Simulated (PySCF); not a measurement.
B3LYP has the VWN-RPA correlation part, as in Gaussian. Excitations are Tamm–Dancoff values on a coarser integration grid. The basis has no diffuse functions, so Rydberg states are missing or too high.

Cartesian coordinates (Å):
```xyz
5

F     -0.0621     0.0261     1.6451
Si    -0.0025     0.0010     0.0658
Cl     1.8124    -0.7034    -0.4917
Cl    -0.2721     1.8903    -0.6115
Cl    -1.4758    -1.2141    -0.6077
```
Charge 0, multiplicity 1.

**Question.** What is the computed total energy, HOMO, dipole moment, S1–T1 gap (TDA) and T1 excitation (TDA) (B3LYP-D3(BJ)/def2-TZVP in PySCF 2.14.0)?

**Answer.** 
```yaml
total_energy: -1770.3332 Ha
HOMO: -9.33 eV
dipole_moment: 0.55 D
S1–T1 gap (TDA): 0.46 eV
T1 excitation (TDA): 7.04 eV
```
